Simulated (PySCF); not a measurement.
Equivalent nuclei averaged, relativity neglected, one conformer, gas phase. Coordinates at the GFN2-xTB level; PBE0/pcSseg-1 with gauge-including orbitals; PySCF.

Chemical shifts δ = σref − σ; TMS for 1H (σ = 31.72 ppm), 13C (σ = 186.93 ppm), all at this level. Shifts are as computed. Against solution values, carbons near 30 ppm lie about +3 ppm off and those near 130 ppm about +5 ppm; carbons on Cl a further +6 ppm. Of 1211 compounds with measured shifts, 218 miss one by over three times the rms of a fit or turn the order of signals round; such compounds aren't used in these exercises. Carbons bonded to Cl come out too deshielded.

(1) Order these molecules by the shift of their most shielded carbon-bound hydrogen, lowest δ first.
A. CCn1cc(Cl)nn1
B. C[C@@H]1CC[P@@H](=O)C[C@H]1C
C. Cc1nnc(Cl)n1C

(2) How many 13C and 1H signals does each give (equivalence by symmetry and fast rotation, but not about amide C–N or C=N bonds)? `C[C@@H]1CC[P@@H](=O)C[C@H]1C`, `CO[C@@H](C)C#N`, `CCn1cc(Cl)nn1`, `Cc1nnc(Cl)n1C`

## Answers

(1) B (0.66 ppm, hydrogen on an sp3 CH in a ring), A (1.46 ppm, hydrogen on a methyl carbon), C (2.46 ppm, hydrogen on a methyl carbon on an aromatic ring).

(2) C[C@@H]1CC[P@@H](=O)C[C@H]1C: 7 C, 11 H; CO[C@@H](C)C#N: 4 C, 3 H; CCn1cc(Cl)nn1: 4 C, 3 H; Cc1nnc(Cl)n1C: 4 C, 2 H.
